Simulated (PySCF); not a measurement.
Electron correlation in Xe²⁺ (xenon, charge +2)

Starting occupation: [Kr] 4d10 5s2 5p4, 5p1/2 with m_j = +1/2, 5p3/2 with m_j = -1/2, +1/2, +3/2. Computed with PySCF 2.14 in x2c-SVPall-2c with one added diffuse shell each of s, p type (7s9p4d, 54 functions), with X2C-1e with screened-nucleus spin-orbit coupling, Gaussian nucleus. Frozen: [Ar] 3d10; 24 electrons correlated; the 6 highest virtual spinors left out.

MP2 pair energies summed by pair of shells (mhartree):

```tsv
pair	energy	share (%)
5p-5p	-25.14	24.2
5p-5s	-23.22	22.4
4d-4p	-15.47	14.9
4d-4d	-10.27	9.9
4p-4p	-9.05	8.7
4d-5p	-7.42	7.1
5s-5s	-3.43	3.3
4p-5p	-2.84	2.7
4d-5s	-2.55	2.5
4d-4s	-1.73	1.7
4p-4s	-0.95	0.9
4p-5s	-0.93	0.9
4s-4s	-0.39	0.4
4s-5p	-0.22	0.2
4s-5s	-0.20	0.2
```

Total MP2 correlation energy: -103.82 mhartree.

The GHF reference relaxed away from the jj start to a determinant that is no pure jj level (⟨S²⟩ = 1.82, ⟨J²⟩ = 6.01); the energies belong to that determinant.

This basis was not built for core-valence correlation, so the inner-shell part is incomplete.
